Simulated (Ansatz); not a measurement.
`[OH][Al]([F])[SeH]`, charge 0, multiplicity 1.

Task: Give a relaxed structure at PBE0-D4/def2-TZVP (Ansatz 0.2.0). (An estimate is asked.)

Result: The calculation gave: 
Cartesian coordinates in Å:
```
O -1.648 0.388 0.681
Al -0.011 0.226 0.342
F 1.059 0.941 1.360
Se 0.790 -0.943 -1.471
H -2.358 0.016 0.163
H 2.169 -0.628 -1.074
```
Point group Cs.
